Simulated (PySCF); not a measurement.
F2H3MoNO2, SMILES [NH]=[Mo]([OH])([OH])([F])[F], multiplicity 1.

Geometry: B3LYP-D3(BJ)/def2-SVP. The multiplicity is an assumed one; no other spin state was optimised. The structure was generated by enumeration; whether it is a known compound was not checked. The def2 effective core potentials stand for the cores of Mo; spin–orbit coupling is left out. One conformer was computed; it need not be the lowest.

Calculation: TDDFT-PBE/def2-SVPD (PySCF).

Vertical excitations. Gas-phase values at a fixed geometry.

```tsv
state	energy (eV)	λ (nm)	f	main pairs
S1	3.41	363	0.001	HOMO→LUMO 94 %
S2	3.59	345	0.000	HOMO−1→LUMO 100 %
S3	3.91	317	0.005	HOMO−2→LUMO 85 %
S4	4.49	276	0.012	HOMO−3→LUMO 62 %, HOMO−4→LUMO 26 %
S5	4.66	266	0.002	HOMO→LUMO+1 96 %
S6	4.74	261	0.008	HOMO−4→LUMO 69 %, HOMO−3→LUMO 15 %
S7	4.93	251	0.000	HOMO−2→LUMO+1 97 %
S8	5.22	238	0.004	HOMO−5→LUMO 63 %, HOMO−3→LUMO+1 15 %, HOMO→LUMO+2 14 %
S9	5.33	233	0.001	HOMO−1→LUMO+2 88 %
S10	5.35	232	0.010	HOMO−3→LUMO+1 52 %, HOMO−5→LUMO 15 %, HOMO−7→LUMO 10 %
T1	3.21	386	0	HOMO→LUMO 96 %
T2	3.41	364	0	HOMO−1→LUMO 98 %
T3	3.50	355	0	HOMO−2→LUMO 91 %
T4	3.74	332	0	HOMO−3→LUMO 94 %
```
Triplets are in the Tamm–Dancoff approximation, which puts them higher than full response would, so one can lie above its singlet here.
